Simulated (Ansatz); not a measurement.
`CC(=O)SCCCCc1c(F)c(F)c(F)c(F)c1F`. Total charge 0; triplet. Geometry PBE-D4/def2-SVP, that of the neutral singlet.

```tsv
atom	x (Å)	y (Å)	z (Å)
C1	-1.146	-2.543	3.682
C2	-1.213	-1.277	2.854
O3	-1.790	-1.184	1.786
S4	-0.309	0.095	3.602
C5	-0.544	1.337	2.284
C6	0.395	1.150	1.093
C7	0.177	2.211	0.010
C8	1.051	2.005	-1.244
C9	0.771	0.702	-1.952
C10	1.557	-0.442	-1.736
F11	2.610	-0.378	-0.904
C12	1.282	-1.667	-2.365
F13	2.051	-2.737	-2.143
C14	0.177	-1.765	-3.227
F15	-0.101	-2.923	-3.827
C16	-0.633	-0.640	-3.460
F17	-1.682	-0.733	-4.282
C18	-0.330	0.569	-2.815
F19	-1.122	1.630	-3.043
H20	-2.002	-3.194	3.423
H21	-1.139	-2.327	4.768
H22	-0.207	-3.084	3.439
H23	-0.403	2.321	2.776
H24	-1.603	1.256	1.961
H25	1.451	1.164	1.437
H26	0.212	0.142	0.667
H27	-0.892	2.219	-0.295
H28	0.389	3.221	0.422
H29	0.871	2.839	-1.951
H30	2.122	2.035	-0.963
```

Single mean-field runs in def2-TZVP are fitted with def2-universal-jkfit. At PBE0-D4/def2-TZVP a singlet of charge 0 lies 4.09 eV below the triplet at the same geometry.

Estimate the α-spin orbital energies around the gap (eV) in Ansatz with PBE-D4/def2-TZVP, PBE0-D4/def2-TZVP.


```csv
orbital,PBE-D4/def2-TZVP,PBE0-D4/def2-TZVP
HOMO−5,-8.03,-9.37
HOMO−4,-6.91,-8.58
HOMO−3,-6.33,-7.75
HOMO−2,-6.21,-7.63
HOMO−1,-6.13,-7.36
HOMO,-2.23,-3.44
LUMO,-1.77,-0.73
LUMO+1,-1.57,-0.69
LUMO+2,-1.40,-0.34
LUMO+3,-0.56,0.42
LUMO+4,0.37,1.22
LUMO+5,0.48,1.28
β HOMO,-6.01,-7.26
β LUMO,-5.68,-4.87
```
